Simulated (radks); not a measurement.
Values are calculated unless marked as measured or tabulated.
Q: Species: Zn III. Configuration: [Ar] 3d10. Level of theory: scalar-relativistic Kohn-Sham, r2SCAN, spin-polarised, spherical densities, finite nucleus; meta-GGA in the generalised Kohn-Sham scheme; Fermi nuclear charge, rms radius 3.9283 fm (a radial shooting solver on a logarithmic mesh with Libxc functionals). Some entries of the table are withheld. Estimate them.

orbital,occ.,eigenvalue (eV),<r> (bohr)
1s,2,-9575.178,0.05032
2s,2,-1189.640,0.2258
2p,6,-1032.063,0.1982
3s,2,(1),0.6812
3p,6,-106.8424,(2)
3d,10,-31.0395,0.8749

A: 
(1) 3s eigenvalue (eV): -154.2676
(2) 3p <r> (bohr): 0.7139
